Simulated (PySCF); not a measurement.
C₆H₉NSi.
Cartesian coordinates in Å at the PBE0-D3(BJ)/def2-SVP level; atoms count from 1:
```
atom  x, y, z in Å
Si1    2.514   -0.123    0.547
C2     1.155    0.059   -0.767
C3    -0.207    0.028   -0.149
C4    -0.834    1.192    0.309
C5    -2.085    1.102    0.915
N6    -2.740   -0.042    1.094
C7    -2.147   -1.152    0.663
C8    -0.898   -1.174    0.045
H9     3.859   -0.085   -0.104
H10    2.350   -1.424    1.262
H11    2.412    0.995    1.532
H12    1.326    1.006   -1.301
H13    1.277   -0.757   -1.497
H14   -0.352    2.166    0.193
H15   -2.584    2.011    1.272
H16   -2.696   -2.089    0.814
H17   -0.468   -2.123   -0.286
```

Theory: TDDFT wB97X-D/def2-SVPD, vertical, gas phase, core orbitals frozen in the response (PySCF 2.14.0, density-fitted response routines).

Ground-to-excited transition dipoles (e·a0, same axes as the geometry; the sign carries no meaning), for the states with f of 0.002 or more among the lowest 6:

| state | E (eV) | μx | μy | μz |
| --- | --- | --- | --- | --- |
| S1 | 5.129 | -0.130 | 0.022 | -0.165 |
| S3 | 5.537 | 0.011 | 0.362 | 0.040 |
| S4 | 6.170 | 0.588 | -0.014 | -0.028 |
| S5 | 6.932 | 0.026 | 1.315 | 0.150 |
| S6 | 6.979 | -2.073 | -0.019 | 0.613 |

Question: Work out the oscillator strengths.

Answer: f = (2/3) ΔE |μ|² with ΔE in hartree (27.2114 eV).

| state | \|μ\|² (au) | \|μ\| (D) | f |
| --- | --- | --- | --- |
| S1 | 0.045 | 0.54 | 0.006 |
| S3 | 0.133 | 0.93 | 0.018 |
| S4 | 0.346 | 1.50 | 0.052 |
| S5 | 1.753 | 3.37 | 0.298 |
| S6 | 4.674 | 5.50 | 0.799 |

Question: The point group is Cs. Which irreducible representation does each state belong to?

Answer: The ground state is totally symmetric, so the direction of μ fixes the label. Polarised normal to the mirror plane, so A″: S3 and S5. Polarised in the mirror plane, so A′: S1, S4 and S6.

Question: What angle do the transition dipoles of S3 and S4 make?

Answer: |cos θ| = |μa·μb| / (|μa| |μb|) = 0.00, so θ ≈ 90° (taken between 0 and 90°, since the signs are arbitrary).

Question: How is the summed strength of these states shared among x, y and z?

Answer: (2/3) Σ ΔE μα² gives 0.789 for x, 0.312 for y and 0.072 for z, 1.173 in all.

Question: What peak molar absorption coefficient would the strongest computed level give as a lone Gaussian band 0.3 eV wide at half height?

Answer: ε(max) = 2.175×10⁸ f / FWHM, with the width in cm⁻¹. S6: 2.175×10⁸ × 0.7992 / 2420 ≈ 72000 L mol⁻¹ cm⁻¹.

One conformer stands for the species.
